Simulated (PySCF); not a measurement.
# DyC: energy against distance

Set-up: Dy x2c-SVPall, C x2c-SVPall; spin-free X2C with a Gaussian nucleus (PySCF 2.14). Energies in eV from Dy (4f10 6s2) + C in their ground configurations at the same level. All curves are PBE0. state 1: Ms = 3 determinant of mixed spin, about 9.9 electrons in the 4f shell (Mulliken), real f orbitals that mix terms; state 2: Ms = 2 determinant of mixed spin, about 10.0 electrons in the 4f shell (Mulliken), real f orbitals that mix terms, a second solution, started from another occupation.

```json
{"R (Å)": "1.994", "state 1": "-1.971", "state 2": "-0.994"}
{"R (Å)": "2.086", "state 1": "-2.207", "state 2": "-1.056"}
{"R (Å)": "2.179", "state 1": "-2.338", "state 2": "-1.006"}
{"R (Å)": "2.248", "state 1": "-2.388", "state 2": "-0.914"}
{"R (Å)": "2.318", "state 1": "-2.404", "state 2": "-0.790"}
{"R (Å)": "2.388", "state 1": "-2.391", "state 2": "-0.645"}
{"R (Å)": "2.480", "state 1": "-2.334", "state 2": "-0.435"}
{"R (Å)": "2.596", "state 1": "-2.214", "state 2": "-0.166"}
{"R (Å)": "2.735", "state 1": "-2.021", "state 2": "0.145"}
{"R (Å)": "2.921", "state 1": "-1.729", "state 2": "0.520"}
```

Question: Put a parabola through the three lowest points of the state 1 curve and estimate Re, k and ωe (reduced mass 11.18 u; 1 eV/Å² = 0.16022 mdyn/Å; ωe = 1302.8·√(k/μ) cm⁻¹).

Answer: Through R = 2.248, 2.318, 2.388 Å the second-order coefficient is 2.96 eV/Å², so Re ≈ 2.322 Å, k ≈ 0.948 mdyn/Å and ωe ≈ 379 cm⁻¹. A polynomial fit of higher order to the unrounded PBE0 energies gives Re = 2.321 Å, k = 0.971 mdyn/Å, ωe = 384 cm⁻¹; anharmonicity and rounding make the difference.

The higher-order fit for each curve: state 1: Re = 2.321 Å, ωe = 384 cm⁻¹, De = 2.40 eV; state 2: Re = 2.087 Å, ωe = 565 cm⁻¹, minimum 1.06 eV below the ground-state fragments.

⟨S²⟩ of the unrestricted solution departs from its pure value on part of the curve, where spin states mix. These are scalar-relativistic numbers at best; spin–orbit coupling would shift them, the dissociation energy most. The state is the lowest single determinant that the PBE0 search found; with open d or f shells the true ground state can be another one.
